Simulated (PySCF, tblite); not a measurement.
Isomers of C7H9F3N2. Level: GFN2-xTB in tblite, geometry and Hessian alike; calculated harmonic values, unscaled, isolated species. The method is semi-empirical: single wavenumbers can be off by several per cent or more. One conformer each.

Electronic energies: PBE0/pcSseg-1 single points on the GFN2-xTB geometries (PySCF, gas phase).

| SMILES | electronic energy, lowest = 0 (kJ/mol) |
| --- | --- |
| C=C/C=N/N=C(/CC)C(F)(F)F | 221.2 |
| Cc1cn(CC(F)(F)F)nc1C | 0.0 |
| C=C/C(CC)=N/N=C\C(F)(F)F | 231.1 |
| C=C/C=N\N(C=C)CC(F)(F)F | 246.6 |
| C=C/C(=N\N=C\CC)C(F)(F)F | 227.6 |
| Cc1cnn(CC(F)(F)F)c1C | 3.0 |

Question: How do GFN2-xTB zero-point energies change the relative energies?

Answer: 
| SMILES | ZPE (kJ/mol) | of it from modes above 1550 cm⁻¹ | electronic (kJ/mol) | with ZPE, lowest = 0 (kJ/mol) | lowest mode (cm⁻¹) | rings |
| --- | --- | --- | --- | --- | --- | --- |
| Cc1cn(CC(F)(F)F)nc1C | 405.9 | 172.6 | 0.0 | 0.0 | 25 | 1 |
| Cc1cnn(CC(F)(F)F)c1C | 407.0 | 172.7 | 3.0 | 4.1 | 25 | 1 |
| C=C/C=N/N=C(/CC)C(F)(F)F | 398.0 | 194.4 | 221.2 | 213.3 | 15 | 0 |
| C=C/C(=N\N=C\CC)C(F)(F)F | 398.0 | 194.2 | 227.6 | 219.7 | 33 | 0 |
| C=C/C(CC)=N/N=C\C(F)(F)F | 399.1 | 195.3 | 231.1 | 224.4 | 2 | 0 |
| C=C/C=N\N(C=C)CC(F)(F)F | 397.4 | 195.0 | 246.6 | 238.1 | 21 | 0 |

The zero-point energies span 9.6 kJ/mol, from `C=C/C=N\N(C=C)CC(F)(F)F` to `Cc1cnn(CC(F)(F)F)c1C`. The order is unchanged.

Question: And how do the electronic energies of GFN2-xTB itself compare?

Answer: `Cc1cn(CC(F)(F)F)nc1C` 0.3; `Cc1cnn(CC(F)(F)F)c1C` 0.0; `C=C/C=N/N=C(/CC)C(F)(F)F` 199.5; `C=C/C(=N\N=C\CC)C(F)(F)F` 207.1; `C=C/C(CC)=N/N=C\C(F)(F)F` 202.3; `C=C/C=N\N(C=C)CC(F)(F)F` 251.3 kJ/mol, lowest = 0. Against the energies above, taken from the same isomer `Cc1cn(CC(F)(F)F)nc1C`, the largest difference is 29.1 kJ/mol.
